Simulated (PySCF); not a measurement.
# Polarisability and C₆ of I (iodine, neutral)

[Kr] 4d10 5s2 5p5, 2P determinant. All numbers are calculated (PySCF 2.14, no relativity, point nucleus, in dyall-av2z (22s16p12d, 130 functions)). Coupled (time-dependent) response in atomic units; α is the mean over directions. A double-zeta set is small for polarisabilities.

```tsv
method	mean α (bohr³)	α xx, yy, zz	C₆ (like pair)	S(−4)
revPBE	32.62	29.79, 34.03, 34.03	354.8	196.3
PW91	32.44	29.60, 33.85, 33.85	351.2	195.3
```

S(−4) is the Cauchy moment in α(ω) = α(0) + S(−4) ω² + …

Reference α: 32.9 ± 1.3 bohr³ (recommended; Schwerdtfeger and Nagle, table of static dipole polarizabilities (2023 update)). Published C₆: 385.0 (Chu and Dalgarno (2004); Tang, Norbeck and Certain (1976)).

Spin-orbit coupling is absent.

α(iu) at revPBE:

```tsv
u (hartree)	α(iu) (bohr³)
0	32.62
0.0500	32.14
0.100	30.81
0.200	26.63
0.300	22.00
0.500	14.49
0.750	8.892
1.00	5.853
1.50	3.022
2.00	1.831
3.00	0.8842
5.00	0.3503
```

A single London oscillator, α(iu) = α/(1 + u²/ω²), gives C₆ = (3/4) ω α². Matching the computed C₆ needs ω = 4 × 354.8 / (3 × 32.62²) = 0.445 hartree.

The components differ because the open shell of this determinant is not spherical; for a pure term their mean is the scalar polarisability.

A non-relativistic calculation at this Z misses sizeable relativistic shifts.
